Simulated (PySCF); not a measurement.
C$_{2}$H$_{6}$AlCl, triplet, at a GFN2-xTB geometry (such geometries of metal compounds can be far from the true shape) (a higher spin typed on purpose: for a closed-shell molecule this is an excited state).

Here is a job for PySCF.
```python
from pyscf import gto, scf, dft

mol = gto.M(
    atom='''
Al    0.27124112    0.58615795    0.37960008
C     1.86787064   -0.78580438   -0.09423932
H     1.50074856   -1.73997665   -0.45832241
H     2.52835634   -0.91152303    0.75481727
H     2.36361712   -0.24113003   -0.89325914
C    -0.27691568   -0.98774869    1.75013729
H    -0.47945400   -1.92642443    1.24452288
H    -1.19293851   -0.57600077    2.16514718
H     0.47678327   -1.10469076    2.51903656
Cl   -1.07464571    0.56005945   -1.18836066
''',
    basis='def2-svpd',
    spin=2,
    verbose=4,
)

mf = dft.UKS(mol)
mf.xc = 'r2scan'
mf = mf.density_fit(auxbasis='def2-universal-jkfit')
mf.kernel()
```

**Question.** Estimate the Mulliken (on the basis functions themselves) charges in atom order that DF-R2SCAN/def2-SVPD in PySCF returns for this input.

**Answer.** Al1 0.91, C2 -0.02, H3 -0.01, H4 0.01, H5 -0.07, C6 -0.02, H7 -0.01, H8 -0.07, H9 0.01, Cl10 -0.71

**Question.** Estimate the nuclear repulsion energy that DF-R2SCAN/def2-SVPD returns for this input.

**Answer.** 189.4917 Eh

**Question.** What is the computed number of basis functions (DF-R2SCAN/def2-SVPD)?

**Answer.** 139

**Question.** Estimate the <S^2> that DF-R2SCAN/def2-SVPD returns for this input.

**Answer.** 2.010

**Question.** Give the HOMO energy at the level DF-R2SCAN/def2-SVPD.

**Answer.** -4.57 eV

These values belong to the state on which the SCF converged, which isn't shown to be the lowest.
